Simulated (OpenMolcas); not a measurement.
An OpenMolcas run meant for Hg (ANO-RCC-VQZP, DKH3; inactive shells 1s 2s 2p 3s 3p 3d 4s 4p 4d 4f 5s 5p 5d; intended active space 2 electrons in 4 orbitals (6s 6p)). One step of its input:

```
&CASPT2
Multistate=1 1
Frozen=15 19
IPEA=1.5
Imaginary=0.1
MaxIter=60
WThr=0.0 0.3 0.05
PrWF=0.5
NoMix
```

The run finished. Its levels beside those of a sound run (SS-CASPT2, IPEA 0.25 Eh, imaginary shift 0.1 Eh (closed shells correlated: 5d)), in cm⁻¹ above each run's lowest level:

```tsv
Level	This run	Usual run
6s² ¹S₀	0.0	0.0
6s 6p ³P°₀	38988	38223
6s 6p ³P°₁	40658	39888
6s 6p ³P°₂	44278	43513
6s 6p ¹P°₁	55866	54413
```

Which setting is unsound, and how much does it matter here?

The IPEA shift is far above its usual 0.25 hartree. Against the sound run the excited levels shown move by 940 cm-1 on average and by 1500 cm-1 at most.

Some high roots are left out of the spin-orbit mixing, which shifts the levels that they would mix with. Spin-orbit splittings of 6p shells tend to come out small when the coupling is added on scalar orbitals. Levels of configurations outside the active space are missing.

° marks odd parity.
